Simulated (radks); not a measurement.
Problem. Spin polarisation of the 4d8 shell in Ag3+. Start: [Kr] 4d(up 4, down 4); electrons of 4d are moved from spin down to spin up, other shells keep equal spins. Method: non-relativistic Kohn-Sham, PBE, spin-polarised, spherical densities, point nucleus; computed with a radial shooting solver on a logarithmic mesh with Libxc functionals. Estimate the energy gained and the exchange splitting at a moment of 2 Bohr magnetons.

Solution. At moment 2 the spin-polarisation energy is -0.797 eV and the 4d exchange splitting 1.597 eV, that is 0.798 eV per Bohr magneton; E = -I m^2/4 would give I = 0.797 eV.
